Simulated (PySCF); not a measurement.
BF2, SMILES F[B-]F (connectivity only; charge and spin as stated), charge -1, multiplicity 1. Atoms are numbered in the order given.

```xyz
3

B      0.0000     0.0000    -0.6470
F      0.0000     1.1017     0.1797
F      0.0000    -1.1017     0.1797
```
Charge -1, spin multiplicity 1.

Coordinates come from a PBE0-D3(BJ)/def2-TZVPD optimisation.

Two levels are set side by side: PBE/pcSseg-2 (PySCF) and PBE0/pcSseg-2 (PySCF). GIAO shifts against BF3 (¹¹B), CFCl3 (¹⁹F) at the same level; non-relativistic, no solvent, atoms listed together averaged. Differences are taken from unrounded values.

```csv
quantity,PBE
δ(¹¹B) of B1 (ppm),33.6
"δ(¹⁹F) of F2, F3 (ppm)",6.1
```

These are the PBE values. What does PBE0 give? (An estimate is asked for; the answer gives what the named calculation found.)


```
quantity                PBE0  PBE minus PBE0
----------------------  ----  --------------
δ(¹¹B) of B1 (ppm)      36.4            -2.8
δ(¹⁹F) of F2, F3 (ppm)  22.0           -15.9
```

Rough cost on one machine, each run with all the roots and properties that it gave: PBE0 against PBE within a factor of 2.
